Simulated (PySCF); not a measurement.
Species, as SMILES: Cl[C]Cl (closed-shell singlet).
Geometry (B3LYP-D3(BJ)/def2-TZVP, fixed):
```
C
Cl 1 1.7242
Cl 1 1.7242 2 109.61
```

Basis-set convergence of the mean static polarisability at PBE with PySCF. All functions are spherical. Density fitting with generated auxiliary sets. No added dispersion term, no relativity. Reference: the value in aug-pcseg-3, 46.29 bohr³, itself unsure by roughly 0.6 % (its mean distance from aug-cc-pV(Q+d)Z, aug-pcseg-2, aug-cc-pV(T+d)Z). Deviations are taken from unrounded values. Cost is core time over that of 6-31G**, rough, on shared machines of one kind; a dash marks a row that isn't timed (too short, read off another run, short of memory, by another algorithm or on other hardware).

| basis | functions | mean static polarisability (bohr³) | minus reference (%) | cost |
|---|---|---|---|---|
| STO-3G | 23 | 14.51 | -68.7 | - |
| 6-31G** | 50 | 30.97 | -33.1 | 1× |
| pcseg-1 | 50 | 33.21 | -28.3 | 0.9× |
| 6-31+G* | 62 | 38.57 | -16.7 | - |
| 6-311G** | 70 | 32.36 | -30.1 | 1× |
| def2-TZVP | 105 | 38.18 | -17.5 | 2× |
| def2-TZVPP | 115 | 38.28 | -17.3 | 3× |
| def2-TZVPD | 129 | 45.95 | -0.7 | 3× |
| aug-cc-pV(Q+d)Z | 258 | 46.21 | -0.2 | 10× |

The smallest set listed that lies within 5 % of the reference with all its larger relatives (same family, alike in diffuse functions; a set with none counts only in the reference's own line) is def2-TZVPD (129 functions, 3× in cost, -0.7 % off). Inside, with no larger relative to test it: aug-cc-pV(Q+d)Z. (Relatives not listed, tested too: def2-TZVPPD -0.7, def2-QZVPPD -0.2 %.)
